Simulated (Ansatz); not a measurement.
Name a neutral molecule of B, C, Si and H with HOMO energy (PBE0/def2-TZVPP) between -6.95 and -6.65 eV and size of the dipole moment (ωB97M-V/def2-TZVPP) between 0.70 and 1.00 D (Ansatz, PBE0-D4/def2-TZVP geometry).

`[SiH3][SiH]1BC1` (-6.82 eV, 0.80 D); `B1C[SiH2]1` (-6.95 eV, 0.89 D). Other molecules can fit too; these were computed, each in one conformer that needn't be the lowest.
